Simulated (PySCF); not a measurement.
Geometry (Å), atoms numbered from 1 in this order:
```xyz
12

C    -2.0133   -0.1454    0.0711
C    -0.5921    0.2498   -0.0821
C     0.5624   -0.5356    0.1740
C     1.5907    0.3117   -0.1295
O     2.9219    0.1767   -0.0982
O     1.1127    1.4921   -0.5287
N    -0.2499    1.4400   -0.4948
H    -2.2360   -1.0021   -0.5625
H    -2.2146   -0.4231    1.1042
H    -2.6503    0.6872   -0.2104
H     0.6128   -1.5459    0.5216
H     3.1570   -0.7061    0.2091
```

A single conformation, averaged over atoms made equivalent by symmetry, fast rotation or ring inversion, no solvent model, relativity neglected. Structure optimised with GFN2-xTB; shielding tensors at PBE0/pcSseg-1 (GIAO); B3LYP/pcJ-1 coupling constants (spin–dipole term only in couplings to heteroatoms); PySCF 2.14.0 with density-fitted response routines.

Question: List the cross peaks expected in HSQC, COSY and HMBC spectra.

Answer: 

HSQC (one-bond C–H):
```csv
δH,δC,"$^{1}J$(C,H) (Hz)"
5.04 (H11),85.0 (C3),184
2.34 (H8/H9/H10),14.5 (C1),135
```

HMBC (two and three bonds, |J| ≥ 2.5 Hz):
```csv
δH,δC [abs. J in Hz]
5.04 (H11),"182.3 (C4) [9.6], 164.2 (C2) [4.8]"
2.34 (H8/H9/H10),"164.2 (C2) [6.8], 85.0 (C3) [3.8]"
```

No COSY cross peaks are expected.

References, each an isolated molecule treated in the same way: TMS for $^{1}$H and $^{13}$C.

Exchangeable OH/NH protons stand at their gas-phase positions; hydrogen bonding in a real sample shifts them, mostly to higher δ. Shifts are as computed. Against solution values, carbons near 30 ppm lie about +3 ppm off and those near 130 ppm about +5 ppm. Of 1211 compounds with measured shifts, 218 miss one by over three times the rms of a fit or turn the order of signals round; such compounds aren't used in these exercises.
